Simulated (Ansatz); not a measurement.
C2H6GeS (`C[CH]1[S][GeH2]1`). Total charge 0; spin multiplicity 1. Geometry: relaxed with PBE0-D4/def2-TZVP.

```xyz
10

C     0.043   -0.967    1.017
C    -0.228    0.386    0.420
S     1.245    1.479    0.147
Ge   -0.028    0.730   -1.473
H     0.364   -0.874    2.059
H    -0.859   -1.586    0.995
H     0.834   -1.491    0.476
H    -1.037    0.934    0.899
H    -0.910    1.752   -2.187
H     0.575   -0.364   -2.354
```

Task: What is the dipole moment at PBE/def2-TZVPP? (Estimate.)

Result: The calculation gave: 2.08 D, with components (-1.59, -1.19, -0.62) D in this frame, pointing from negative to positive charge.

Task: And with r2SCAN, B3LYP, ωB97M-V? (Best estimate.)

Result: Computed: r2SCAN 2.19 D, B3LYP 2.17 D, ωB97M-V 2.23 D.

Task: Give the Mulliken charges with PBE, B3LYP, r2SCAN in def2-TZVPP. (Best estimate.)

Result: The calculation gave: 
```tsv
atom	PBE	B3LYP	r2SCAN
C1	-0.21	-0.22	-0.10
C2	-0.07	-0.09	-0.03
S3	-0.26	-0.27	-0.29
Ge4	0.16	0.17	0.17
H5	0.09	0.09	0.05
H6	0.08	0.08	0.05
H7	0.08	0.08	0.04
H8	0.11	0.12	0.09
H9	0.01	0.02	0.01
H10	0.01	0.01	0.01
```

B3LYP here is the variant with VWN-RPA as its local correlation; programs differ in this.
